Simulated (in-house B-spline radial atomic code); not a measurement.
**RPA and G0W0 on SCAN: Cl VIII (Cl7+)**

Configuration [He] 2s2 2p6, mean-field start SCAN. Computed with a B-spline radial code for spherical atoms: all electrons, non-relativistic, point nucleus, each spin shell either full or empty, empty states to l = 9 with an (l + 1/2)⁻⁴ tail; G0W0 by contour deformation at full frequency.

Command:
```bash
python run_gw.py task.json out
```
Settings (radii: box in bohr, nucleus in fm):
```
Z                        17
electrons                10
configuration            [He] 2s2 2p6
hamiltonian              nr
method                   scan,scan
lmax                     9
spin_polarised           False
box_radius               8.41
intervals                47
```

Time taken, with all properties: 0.6 s on 1 thread of Arm Neoverse V1 (shared host).

Energies (hartree):

| term | value |
| --- | --- |
| mean-field total | -445.22201 |
| Hartree-Fock functional on these orbitals | -444.76082 |
| direct second order | -0.65665 |
| second-order exchange | 0.23182 |
| SOSEX correction | 0.2199 |

(1) What is the RPA correlation energy, and what remains with SOSEX?

Quasi-particle levels (eV):

```
level  occupied  mean field  Σx - vxc     Σc  QP weight      G0W0
   2p       yes     -326.04    -24.23      ?          ?         ?
   2s       yes     -386.97    -31.00   4.56      0.977   -413.41
   1s       yes    -2893.50    -98.06  26.49      0.921  -2965.06
   3s        no     -116.31      3.18  -0.66      0.998   -113.79
```

G0W0 = mean field + (Σx - vxc) + Σc, with Σc (partial-wave tail included) taken at the quasi-particle energy.

(2) Where does G0W0 put 2p?

Answers

(1) RPA gives -0.60883 hartree (-1.66 eV per electron); RPA + SOSEX gives -0.38894, and the second-order doubles -0.42482 hartree (no singles). RPA lacks exchange-type terms and so overcorrelates at short range.

(2) At -348.27 eV, with Σc = 2.00 eV and a quasi-particle weight of 0.982. The tabulated removal energy is 348.306 ± 0.007 eV (NIST, measured); the calculation leaves out relativity, Breit and QED terms, and what these don't explain is the method's own error.
